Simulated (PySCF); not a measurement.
Ta(O)2(OH) (HO3Ta), SMILES [O]=[Ta](=[O])[OH], multiplicity 1.

The structure is a stationary point at PBE0-D3(BJ)/def2-SVP. The geometry has at least one imaginary mode, so it is a saddle point at that level. The spin state was assumed, not searched. The def2 effective core potentials stand for the cores of Ta; spin–orbit coupling is left out. Other conformers were not sampled.

The numbers are results of TDDFT-LC-ωPBE/def2-SVPD (PySCF), not measurements.

Vertical excitations. Gas-phase values at a fixed geometry. State labels are in the subgroup Cs.

Computed UV-visible absorptions:
```json
[
 {"state": "S1", "symmetry": "A\"", "energy (eV)": "3.29", "λ (nm)": "377", "f": "0.003", "main pairs": "HOMO→LUMO 91 %"},
 {"state": "S2", "symmetry": "A'", "energy (eV)": "4.36", "λ (nm)": "284", "f": "0.001", "main pairs": "HOMO−1→LUMO 90 %"},
 {"state": "S3", "symmetry": "A\"", "energy (eV)": "4.46", "λ (nm)": "278", "f": "0.008", "main pairs": "HOMO−2→LUMO 90 %"},
 {"state": "S4", "symmetry": "A'", "energy (eV)": "4.65", "λ (nm)": "267", "f": "0.013", "main pairs": "HOMO−3→LUMO 90 %"},
 {"state": "S5", "symmetry": "A\"", "energy (eV)": "5.26", "λ (nm)": "236", "f": "0.007", "main pairs": "HOMO−4→LUMO 87 %"},
 {"state": "S6", "symmetry": "A\"", "energy (eV)": "5.43", "λ (nm)": "229", "f": "0.013", "main pairs": "HOMO→LUMO+1 75 %"},
 {"state": "S7", "symmetry": "A'", "energy (eV)": "5.65", "λ (nm)": "219", "f": "0.004", "main pairs": "HOMO→LUMO+2 71 %, HOMO→LUMO+5 22 %"},
 {"state": "S8", "symmetry": "A'", "energy (eV)": "5.85", "λ (nm)": "212", "f": "0.003", "main pairs": "HOMO−5→LUMO 81 %"},
 {"state": "S9", "symmetry": "A\"", "energy (eV)": "6.25", "λ (nm)": "198", "f": "0.000", "main pairs": "HOMO−2→LUMO+1 76 %"},
 {"state": "S10", "symmetry": "A'", "energy (eV)": "6.41", "λ (nm)": "193", "f": "0.007", "main pairs": "HOMO−1→LUMO+1 45 %, HOMO−6→LUMO 18 %, HOMO−3→LUMO+1 11 %"},
 {"state": "T1", "symmetry": "A\"", "energy (eV)": "3.20", "λ (nm)": "388", "f": "0", "main pairs": "HOMO→LUMO 91 %"},
 {"state": "T2", "symmetry": "A'", "energy (eV)": "4.17", "λ (nm)": "297", "f": "0", "main pairs": "HOMO−1→LUMO 58 %, HOMO−3→LUMO 29 %"},
 {"state": "T3", "symmetry": "A'", "energy (eV)": "4.19", "λ (nm)": "296", "f": "0", "main pairs": "HOMO−3→LUMO 57 %, HOMO−1→LUMO 30 %"},
 {"state": "T4", "symmetry": "A\"", "energy (eV)": "4.22", "λ (nm)": "294", "f": "0", "main pairs": "HOMO−2→LUMO 83 %"}
]
```
Triplets are in the Tamm–Dancoff approximation, which puts them higher than full response would, so one can lie above its singlet here.
